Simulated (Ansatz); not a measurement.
Pulling on the In1–H2 bond in H2IIn (SMILES [InH2][I]) (multiplicity 1 held, fragments rigid). Energies count from the point at 1.714 Å.
Geometry at that point (charge 0, multiplicity 1):
```json
[
 {"atom": "In", "x (Å)": "-0.7264", "y (Å)": "-1.1355", "z (Å)": "0.1996"},
 {"atom": "H", "x (Å)": "-0.0696", "y (Å)": "-2.1741", "z (Å)": "1.3945"},
 {"atom": "H", "x (Å)": "-2.1191", "y (Å)": "-1.2475", "z (Å)": "-0.7931"},
 {"atom": "I", "x (Å)": "0.7129", "y (Å)": "1.1144", "z (Å)": "-0.1958"}
]
```

R- and RO- levels are restricted; in cc, def2 and unpolarised 6-31G sets they are followed outwards from rest. Unrestricted levels (U-) break spin symmetry where that is lower. Active spaces are followed from a long bond inwards. Levels need not reach the same state.

Frozen-core correlation. Filled d and f shells under p-block atoms count as core.

Programs: Ansatz (a quantum-chemistry and plane-wave program). Values without a source in brackets are computed. In def2 rows elements past Kr take small-core potentials, without spin–orbit coupling.

Energies in kcal/mol.

| R (Å) | U-HF/def2-SVP | R-CCSD(T)/def2-SVP | SC-NEVPT2 on CASSCF(2,2)/def2-SVP | FIC-MRCISD+Q on CASSCF(2,2)/def2-SVP |
|---|---|---|---|---|
| 1.371 | 30.6 | 31.9 | 32.2 | 31.9 |
| 1.543 | 6.2 | 6.9 | 7.1 | 6.9 |
| 1.714 | 0.0 | 0.0 | 0.0 | 0.0 |
| 1.885 | 3.5 | 2.3 | 2.1 | 2.4 |
| 2.057 | 11.8 | 9.3 | 8.8 | 9.5 |
| 2.314 | 28.2 | 22.8 | 21.8 | 23.0 |
| 2.571 | 40.2 | 36.1 | 34.5 | 36.2 |
| 2.999 | 48.7 | 52.8 | 50.7 | 52.8 |
| 3.428 | 51.4 | 61.4 | 59.6 | 61.9 |
| 3.942 | 52.3 | 64.1 | 63.9 | 66.3 |
| 4.628 | 52.6 | 62.7 | 65.4 | 67.8 |
| 5.485 | 52.7 | 60.7 | 65.7 | 68.1 |

Doubts at one or more of the structures used: a spin-contaminated determinant (U-HF/def2-SVP); a restricted determinant that unrestricted orbitals would lower (R-CCSD(T)/def2-SVP); other coupled-cluster roots lie near (R-CCSD(T)/def2-SVP); T1 above 0.05 (R-CCSD(T)/def2-SVP).
